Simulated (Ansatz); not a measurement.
A series at Hf: from `[OH][Hf]([OH])([OH])[Cl]`, ligands are replaced one by one, each step taking up HCl and setting free H₂O; n counts the steps. Ansatz, PBE0-D4/def2-TZVP geometries. Each molecule was computed in one conformer, which needn't be the lowest.

| n | molecule | HOMO energy, ωB97M-V/def2-TZVPP (eV) |
| --- | --- | --- |
| 0 | `[OH][Hf]([OH])([OH])[Cl]` | -10.91 |
| 1 | `[OH][Hf]([OH])([Cl])[Cl]` | ? |
| 2 | `[OH][Hf]([Cl])([Cl])[Cl]` | -11.51 |
| 3 | `[Cl][Hf]([Cl])([Cl])[Cl]` | -11.92 |

**Question.** By hand: fit a straight line y = ȳ + b (n − n̄) to the 3 given rows and predict n = 1.

**Answer.** n̄ = 1.667, ȳ = -11.447; Σ(n − n̄)(y − ȳ) = -1.547, Σ(n − n̄)² = 4.667, so b = -0.331 eV a step. Prediction: -11.447 + (-0.331) × (-0.667) = -11.23 eV.

**Question.** By hand: compare with the computed value, -11.18 eV, and give the steps along the whole series.

**Answer.** The line misses by 0.05 eV (computed minus predicted). Steps: -0.27, -0.33, -0.41 eV.

The steps grow at each stage, from -0.27 to -0.41 eV, so the series is curved. The highest orbital can change its character along such a series. The miss is 5.0 % of the series' range.
